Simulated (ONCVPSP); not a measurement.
**tungsten (W): variants of one ONCV potential**

Base potential:

* Element: tungsten (W)
* Generator: ONCVPSP 4.0.1
* Type: optimised norm-conserving Vanderbilt (ONCV)
* Functional: PBE
* Relativity: scalar-relativistic
* Frozen core: [Kr] 4d10 4f14 5s2
* Valence charge: 12
* Reference configuration: 5p6 5d4 6s2
* Partial waves: 6s: rc 2.60 bohr, ncon 3, nbas 6, qcut 2.5 1/bohr, 3 projectors, debl 0.6 Ha; 5p: rc 1.65 bohr, ncon 4, nbas 7, qcut 7.7 1/bohr, 3 projectors, debl 3.7 Ha; 5d: rc 2.60 bohr, ncon 4, nbas 9, qcut 4.9 1/bohr, 3 projectors, debl 0.3 Ha
* Local potential: polynomial inside 1.35 bohr (lpopt 5, dvloc0 1 Ha)
* Core correction: Teter function, fcfact 3, rcfact 1.75

All-electron outer shells of the reference configuration (PBE, scalar-relativistic, ld1.x):

```csv
shell,level (eV),outermost node (bohr),outermost maximum (bohr)
5p,-43.20,0.57,1.09
4f,-33.21,–,0.43
6s,-5.71,1.28,2.67
5d,-4.48,0.63,1.49
```

Cutoffs, loose and tight: the cutoffs (Ha) at which the residual kinetic energy of the hardest occupied pseudo-wave falls to 1 and 0.1 mHa per electron. They do not see the model core or the augmentation charge, which bear on the density cutoff. Test errors are all-electron minus pseudo excitation energies from the reference, over the configurations 5p6 5d4 6s1; 5p6 5d4 6s0; 5p6 5d3 6s0; 5p6 5d4 6s0 6p1. A dash means not determined; rows that change the core or the reference have their own tests.

A true bound ghost makes a file unfit for plane-wave use even where its test errors are small: the radial tests pick states by their node count and pass the ghost by.

| change | outcome | cutoff, loose | cutoff, tight | bound ghosts | GHOST(+) flags above zero | largest test error (meV) |
| --- | --- | --- | --- | --- | --- | --- |
| base | generated | 21 Ha | 26 Ha | s | s | -151 |
| p: qcut 4.8 | generated | 12 Ha | 48 Ha | s | s | -156 |
| p: qcut 6.4 | generated | 16 Ha | 32 Ha | s | s | -155 |
| p: qcut 7.3 | generated | 20 Ha | 24 Ha | s | s | -152 |
| p: qcut 8.9 | generated | 25 Ha | 30 Ha | s | s | -151 |
| p: qcut 9.8 | generated | 28 Ha | 34 Ha | s | s | -147 |
| p: qcut 11.2 | generated | 34 Ha | 41 Ha | s | s | -143 |

Reading the sweep of the qcut of the p channel (base included, trends over the rows without a ghost): Bound ghosts are found at 4.8, 6.4, 7.3, 7.7, 8.9, 9.8, 11.2 1/bohr. Every judged row has one, so this setting neither creates nor removes them.
